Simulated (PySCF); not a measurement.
A side-by-side comparison of computed properties.

First species: CH5NOSi.
Z-matrix (Å and degrees, PBE0-D3(BJ)/def2-SVP geometry), rows numbered from 1:
```
O 
C   1  1.2101
N   2  1.3604  1  122.71
Si  3  1.7766  2  118.69  1    -0.07
H   2  1.1162  1  122.70  3   179.96
H   3  1.0138  2  117.86  1   179.95
H   4  1.4876  3  111.03  2    61.89
H   4  1.4922  3  104.04  2  -179.93
H   4  1.4876  3  110.98  2   -61.76
```

Second species: 2,5-dimethylhexane, C8H18.
SMILES: `CC(C)CCC(C)C`

Levels: PBE0/def2-SVPD for dipole moment, HOMO energy, LUMO energy, HOMO–LUMO gap, static isotropic polarisability and electronic spatial extent ⟨r²⟩ about the centre of nuclear charge; TDDFT PBE0/def2-SVPD for lowest singlet excitation; TDA PBE0/def2-SVPD for lowest triplet excitation (Tamm–Dancoff); ΔSCF PBE0/def2-SVPD for vertical ionisation energy; PBE0-D3(BJ)/def2-SVP for rotational constant A and rotational constant C. Geometries: PBE0-D3(BJ)/def2-SVP. Each structure is a single optimised conformer of the isolated species, non-relativistic unless stated. Electronic properties by PySCF.

The conformers computed, where there is a choice (atom-mapped SMILES and torsion angles):
- `[O:1]=[CH:2][NH:3][SiH3:4]`: O1–C2–N3–Si4 0°
- `[CH3:1][CH:2]([CH3:3])[CH2:4][CH2:5][CH:6]([CH3:7])[CH3:8]`: C1–C2–C4–C5 -62°, C2–C4–C5–C6 -171°, C4–C5–C6–C7 174°

Values for the first species:

| Property | Result |
| --- | --- |
| Dipole moment | 3.46 D |
| HOMO energy | -7.95 eV |
| LUMO energy | -0.09 eV |
| HOMO–LUMO gap | 7.86 eV |
| Lowest singlet excitation | 5.57 eV |
| Lowest triplet excitation (Tamm–Dancoff) | 5.03 eV |
| Static isotropic polarisability | 51.8 au |
| Vertical ionisation energy | 10.24 eV |
| Electronic spatial extent ⟨r²⟩ about the centre of nuclear charge | 398 bohr² |
| Rotational constant A | 14.202 GHz |
| Rotational constant C | 3.270 GHz |

Question: Estimate the same properties for the second species, and the change in each.

Answer: 
```
                                                         property       first      second  second less first
                                                    dipole moment      3.46 D      0.17 D            -3.29 D
                                                      HOMO energy    -7.95 eV    -8.59 eV           -0.64 eV
                                                      LUMO energy    -0.09 eV     0.75 eV           +0.84 eV
                                                    HOMO–LUMO gap     7.86 eV     9.34 eV           +1.48 eV
                                        lowest singlet excitation     5.57 eV     8.29 eV           +2.72 eV
                         lowest triplet excitation (Tamm–Dancoff)     5.03 eV     8.15 eV           +3.12 eV
                                  static isotropic polarisability     51.8 au    100.7 au           +48.9 au
                                       vertical ionisation energy    10.24 eV    10.24 eV            0.00 eV
electronic spatial extent ⟨r²⟩ about the centre of nuclear charge   398 bohr²  1649 bohr²        +1251 bohr²
                                            rotational constant A  14.202 GHz   3.889 GHz        -10.313 GHz
                                            rotational constant C   3.270 GHz   0.783 GHz         -2.487 GHz
```

On the first: S1 lies 2.29 eV below the HOMO–LUMO gap; its leading configuration is HOMO→LUMO, weight 0.98. A dipole of 3.46 D is allowed in Cs, and pure rotational transitions are dipole-allowed.

On the second: S1 lies 1.05 eV below the HOMO–LUMO gap; its leading configuration is HOMO→LUMO, weight 0.96. The polarisability is 14.92 Å³ as a volume (1 au = 0.148185 Å³), or 1.53 au for each of the 66 electrons.
